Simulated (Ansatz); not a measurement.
The cluster Ag₂H₂, relaxed as a singlet with RKS PBE0-D4/def2-TZVP in Ansatz, starting from the GFN2-xTB geometry. Force threshold 0.02 eV/Å.

In the def2 sets Ag takes a core potential; there is no spin–orbit coupling. No other spin state of charge 0 was run. The structure comes from a short search, and lower isomers may exist.

Start:

```tsv
atom	x (Å)	y (Å)	z (Å)
Ag1	-0.4914	-0.1138	1.3222
Ag2	0.4720	0.1032	-1.2972
H3	0.5292	-1.1740	1.6762
H4	-0.5098	1.1845	-1.7013
```

```csv
step,energy (eV),largest force component (eV/Å),SCF passes
1,-8030.5039,1.502,26
2,-8030.6795,0.406,31
3,-8030.7142,0.092,31
4,-8030.7363,0.130,32
5,-8030.7865,0.200,31
6,-8030.9031,0.506,32
7,-8031.0510,0.349,33
8,-8031.1796,0.367,32
9,-8031.2219,0.114,32
10,-8031.2271,0.112,34
11,-8031.2282,0.020,35
```

Force components are those of the run's own axes.

End:

```xyz
4

Ag   -0.609   -0.254    1.924
Ag    0.169    0.128   -0.672
H     0.553   -0.842    0.813
H    -0.113    0.968   -2.065
```

Bonds formed: Ag2–H3 (atoms count from 1). The end is the same structure that another start reached, the lowest one found.

No frequencies were taken in this run, so the end may be a saddle point.

Run time 11 s (4 threads of Arm Neoverse V2 on a shared host).
